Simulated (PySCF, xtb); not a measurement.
Br₃Sb, SMILES [Br][Sb+]([Br])[Br], charge +1, multiplicity 2.

Harmonic wavenumbers (cm⁻¹) from GFN2-xTB (xtb) at its own minimum, in rising order: 51, 53, 53, 138, 138, 185.

### Question
What does PBE-D3(BJ)/def2-SVP in PySCF 2.14.0 give at its own minimum? (An estimate is asked for; the answer gives what the named calculation found.)

### Answer
67, 67, 79, 221, 252, 252. Paired by order, the mean absolute difference is 53 cm⁻¹ and the zero-point energies are 0.9 and 1.3 kcal/mol.
